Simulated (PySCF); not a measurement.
## Nuclear repulsion and electron count by hand

System: F3Ge (SMILES [F][Ge]([F])[F]), doublet, geometry from GFN2-xTB. Level: PySCF with REVPBE/cc-pVDZ. Sums are taken with unrounded values, so a last digit can differ.

Coordinates (Å):

```
atom         x         y         z
----  --------  --------  --------
F1    -1.03403  -1.26233  -0.41314
Ge2    0.00286   0.00945   0.38125
F3     1.59592  -0.27815  -0.45722
F4    -0.57204   1.50689  -0.48520
```

Task: Work out the nuclear repulsion energy and the numbers of alpha and beta electrons.

Result: In atomic units each pair adds Z_i Z_j / r_ij, with r in bohr (1 bohr = 0.529177 Å).
| pair | r (Å) | r (bohr) | Z_i Z_j | term (Eh) |
|---|---|---|---|---|
| F1-Ge2 | 1.8231 | 3.4451 | 288 | 83.5968 |
| F1-F3 | 2.8084 | 5.3071 | 81 | 15.2625 |
| F1-F4 | 2.8084 | 5.3071 | 81 | 15.2625 |
| Ge2-F3 | 1.8231 | 3.4451 | 288 | 83.5968 |
| Ge2-F4 | 1.8231 | 3.4451 | 288 | 83.5968 |
| F3-F4 | 2.8084 | 5.3071 | 81 | 15.2625 |
The sum is 296.5778 Eh; PySCF gives 296.5778 Eh. The atomic numbers add up to 59, so at charge +0 there are 59 electrons; multiplicity 2 means 1 unpaired, so 30 alpha and 29 beta.
